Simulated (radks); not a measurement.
Results of a calculation; reference values are marked as such.
Task: Neutral helium, [He]. Code: a radial shooting solver on a logarithmic mesh with Libxc functionals. Model: non-relativistic Kohn-Sham, LDA (Slater exchange, Perdew-Wang correlation), spin-polarised, spherical densities, point nucleus. Every spin shell is full or empty, so the densities are truly spherical. Functionals are evaluated on that one density, not self-consistently. Rank these exchange functionals by their error against the exact value of the orbitals, and give that value: LDA, PBE, revPBE, RPBE, PW91, PW86, AM05, B86b, EV93, SCAN, MS2, Tao-Mo, TASK, MVS.

Result: Exact: -0.997931 hartree. From best to worst, with 100 (|E| - |E exact|)/|E exact| (equal figures are ties): B86b +0.13, PW91 -0.53, revPBE +0.63, TASK +0.66, SCAN +0.66, MVS +0.72, PBE -0.84, MS2 +0.88, Tao-Mo +0.88, RPBE +0.90, PW86 +1.09, EV93 +5.31, AM05 -10.39, LDA -13.65.
